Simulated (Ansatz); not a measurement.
Ansatz (a quantum-chemistry and plane-wave program) input for AlOCl, SMILES [O]=[Al][Cl], B3LYP-D3(BJ)/def2-TZVP. 

Ansatz 0.2 input:
```yaml
crystal:
  periodic: [false, false, false]
  atoms:
    - {symbol: Al, position_ang: [0.00000000, 0.00000000, -0.57102891]}
    - {symbol: O, position_ang: [0.00000000, 0.00000000, -2.13735596]}
    - {symbol: Cl, position_ang: [0.00000000, 0.00000000, 1.44248373]}
basis:
  gaussian:
    orbitals: def2-TZVP
hamiltonian:
  xc: b3lyp
  dispersion: d3bj
relax: {f_tol: 0.002, max_steps: 200}
```

Log of the run:

```
WARN ansatz: RAYON_NUM_THREADS=1 ignored (pool sized by the plan → 1); use --threads N
Functional definition: B3LYP
integrals: 0.03 GiB planned
673 factors; their error is unknown
mean field: 0.28 GiB planned
mean field evaluation 1: about -21158.6327 eV, gradient 7.8e1 eV
mean field evaluation 2: about -20990.1097 eV, gradient 1.9e2 eV
mean field evaluation 4: about -21169.0436 eV, gradient 2.5e1 eV
mean field evaluation 8: about -21170.2629 eV, gradient 4.5e-1 eV
mean field evaluation 16: about -21170.3033 eV, gradient 1.8e-5 eV
mean field -21170.30330616 eV, -777.9942967546 hartree, gradient 1.8e-5 eV, S^2 0.000000; 0 other end points of the search recorded, 0 dependent functions left out
the calculation of the forces begins
reference -21170.30351341 eV, -777.9943043707 hartree; 19, 19 occupied and 86, 86 virtual orbitals, 673 factors
relax step   1: F+E_penalty+E_count = -21170.40903059 eV  Δ(F+E_penalty+E_count) = +0.000e0 eV  max|allowed force component| = 1.457e0 eV/Å  Δτ_max = 0.0000 Å  (29 SCF iters, accepted)
these checks for a lower state are left out or cut short: starts, cluster_reference, orbital_swaps, neighbouring_geometries, increment
integrals: 0.03 GiB planned
673 factors; their error is unknown
mean field: 0.28 GiB planned
mean field -21170.34840211 eV, -777.9959539999 hartree, gradient 2.2e-5 eV, S^2 0.000000; 0 other end points of the search recorded, 0 dependent functions left out
the calculation of the forces begins
reference -21170.34860957 eV, -777.9959616241 hartree; 19, 19 occupied and 86, 86 virtual orbitals, 673 factors
relax step   2: F+E_penalty+E_count = -21170.45312403 eV  Δ(F+E_penalty+E_count) = -4.409e-2 eV  max|allowed force component| = 7.253e-1 eV/Å  Δτ_max = 0.0422 Å  (30 SCF iters, accepted)
these checks for a lower state are left out or cut short: starts, cluster_reference, orbital_swaps, neighbouring_geometries, increment
integrals: 0.03 GiB planned
673 factors; their error is unknown
mean field: 0.28 GiB planned
mean field evaluation 32: about -21170.3536 eV, gradient 1.2e-5 eV
mean field -21170.35363526 eV, -777.9961463147 hartree, gradient 1.2e-5 eV, S^2 0.000000; 0 other end points of the search recorded, 0 dependent functions left out
the calculation of the forces begins
reference -21170.35384271 eV, -777.9961539385 hartree; 19, 19 occupied and 86, 86 virtual orbitals, 673 factors
relax step   3: F+E_penalty+E_count = -21170.45820661 eV  Δ(F+E_penalty+E_count) = -5.083e-3 eV  max|allowed force component| = 1.137e-1 eV/Å  Δτ_max = 0.0083 Å  (30 SCF iters, accepted)
these checks for a lower state are left out or cut short: starts, cluster_reference, orbital_swaps, neighbouring_geometries, increment
integrals: 0.03 GiB planned
673 factors; their error is unknown
mean field: 0.28 GiB planned
mean field -21170.35376025 eV, -777.9961509081 hartree, gradient 1.1e-5 eV, S^2 0.000000; 0 other end points of the search recorded, 0 dependent functions left out
the calculation of the forces begins
reference -21170.35396770 eV, -777.9961585316 hartree; 19, 19 occupied and 86, 86 virtual orbitals, 673 factors
relax step   4: F+E_penalty+E_count = -21170.45831896 eV  Δ(F+E_penalty+E_count) = -1.123e-4 eV  max|allowed force component| = 3.379e-3 eV/Å  Δτ_max = 0.0011 Å  (24 SCF iters, accepted)
these checks for a lower state are left out or cut short: starts, cluster_reference, orbital_swaps, neighbouring_geometries, increment
integrals: 0.03 GiB planned
673 factors; their error is unknown
mean field: 0.28 GiB planned
mean field -21170.35375954 eV, -777.9961508818 hartree, gradient 9.6e-6 eV, S^2 0.000000; 0 other end points of the search recorded, 0 dependent functions left out
the calculation of the forces begins
reference -21170.35396698 eV, -777.9961585053 hartree; 19, 19 occupied and 86, 86 virtual orbitals, 673 factors
relax step   5: F+E_penalty+E_count = -21170.45831907 eV  Δ(F+E_penalty+E_count) = -1.127e-7 eV  max|allowed force component| = 5.985e-6 eV/Å  Δτ_max = 0.0000 Å  (19 SCF iters, accepted)
integrals: 0.03 GiB planned
673 factors; their error is unknown
mean field: 0.28 GiB planned
mean field evaluation 64: about -21170.3538 eV, gradient 2.1e-5 eV
mean field -21170.35375954 eV, -777.9961508818 hartree, gradient 1.0e-5 eV, S^2 0.000000; 1 other end points of the search recorded, 0 dependent functions left out
the calculation of the forces begins
reference -21170.35396698 eV, -777.9961585053 hartree; 19, 19 occupied and 86, 86 virtual orbitals, 673 factors
Total energy: -21170.45852652 eV, -778.0000009975 hartree
Atom 0 at    -0.000000     0.000000    -0.578767 Å, force     0.000000    -0.000000    -0.000004 eV/Å
Atom 1 at     0.000000    -0.000000    -2.175440 Å, force    -0.000000     0.000000     0.000006 eV/Å
Atom 2 at     0.000000    -0.000000     1.488306 Å, force    -0.000000     0.000000    -0.000002 eV/Å
Dipole moment:     0.000000    -0.000000     0.814955 e Å
```

Self-consistency was reached.
